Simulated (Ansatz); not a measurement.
fluorine atom (F), doublet; Ansatz (a program for electronic structure) with SC-NEVPT2/6-31G, CASSCF(7,5).

The Ansatz input:
Ansatz 0.2 input:
```yaml
crystal:
  periodic: [false, false, false]
  atoms:
    - {symbol: F, position_ang: [0.00000000, 0.00000000, 0.00000000]}
basis:
  gaussian:
    orbitals: 6-31G
correlation: {method: sc_nevpt2, electrons: all, active_space: {window: {electrons: 7, orbitals: 5}}}
magnetization: {spin_polarized: false, initial_magnetization: 1}
```

The log (banner, timings and long lists left out):

```
Functional definition: HF
35 factors; integrals over basis functions are off by at most 2.5e-4 eV
mean field evaluation 1: about -2703.6385 eV, gradient 5.7e0 eV
mean field evaluation 2: about -2703.6385 eV, gradient 5.7e0 eV
mean field evaluation 4: about -2703.7290 eV, gradient 3.4e-1 eV
mean field evaluation 8: about -2703.7293 eV, gradient 1.3e-4 eV
mean field evaluation 16: about -2703.7293 eV, gradient 1.3e-6 eV
mean field -2703.72927257 eV, -99.3602181134 hartree, gradient 1.0e-6 eV, S^2 0.750000; 3 other end points of the search recorded, 0 dependent functions left out
reference -2703.72927257 eV, -99.3602181134 hartree; 5, 4 occupied and 4, 5 virtual orbitals, 35 factors
state -2704.03708390 eV, -99.3715299710 hartree
state -2704.03708390 eV, -99.3715299710 hartree; corrected -2705.78585341 eV, -99.4357960653 hartree
Total energy: -2705.78585341 eV, -99.4357960653 hartree
```
